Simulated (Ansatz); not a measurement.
Cost and result up the ladder for K7H8 (the lowest doublet isomer of a short search) (15 atoms). The state is a doublet with charge 0. Geometry: PBE0-D4/def2-SVP.

```xyz
15

K    -2.197   -2.372   -4.566
K    -2.435   -0.575   -1.171
K     1.141    1.126    2.008
K     4.924    1.068    1.761
K     4.580    3.244    5.107
K    -5.906   -2.113   -4.474
K     1.357   -0.734   -1.318
H    -0.552    0.223    0.359
H     1.249    1.923    4.885
H     3.081    0.182    0.343
H     0.593    1.883    5.283
H    -4.221   -1.348   -2.807
H     3.125    2.018    3.407
H    -4.208   -2.996   -5.986
H    -0.529   -1.528   -2.832
```

Ansatz on 4 threads of Arm Neoverse V1 on a shared host. Times are rough, and most runs start from the orbitals of an earlier one. PBE0-D4/def2-TZVP serves as the yardstick here, not as an exact answer. Differences are given only for rows in sets of like size (and for xTB, whose basis is part of the method), since another set adds its own error. Binding counts from free atoms at the same level (K doublet, H doublet; other spins of the atoms weren't run), without zero-point energy or a counterpoise term.

B3LYP takes the VWN-RPA correlation. Correlated methods freeze 35 core orbitals; core or outer-core shells of K are correlated, in sets that lack core-valence functions. In the doublet, H9 and H11 lie 0.77 Å apart (atoms count from 1), so H2 has formed as a molecule. The structure comes from a short search, and lower isomers may exist.

Correlated methods converge slowly with the basis.

```
                         level  functions  binding energy per atom (eV)  difference from PBE0-D4/def2-TZVP (eV)
               PBE-D4/def2-SVP        208                          1.50                                       –
            B3LYP-D4/def2-TZVP        279                          1.59                                    0.08
           r2SCAN-D4/def2-TZVP        279                          1.55                                    0.04
              PBE0-D4/def2-SVP        208                          1.50                                       –
                 MP2/def2-TZVP        279                          1.34                                   -0.17
PBE-D4/def2-TZVP (with forces)        279                          1.51                                    0.01
             PBE0-D4/def2-TZVP        279                          1.51                                    0.00
```

**Question.** Estimate how long each takes.

**Answer.** PBE-D4/def2-SVP 16 s; PBE-D4/def2-TZVP (with forces) 19 s; PBE0-D4/def2-SVP 20 s; MP2/def2-TZVP 23 s; B3LYP-D4/def2-TZVP 29 s; PBE0-D4/def2-TZVP 33 s; r2SCAN-D4/def2-TZVP 41 s. On shared hardware such times vary by a factor of up to 3.
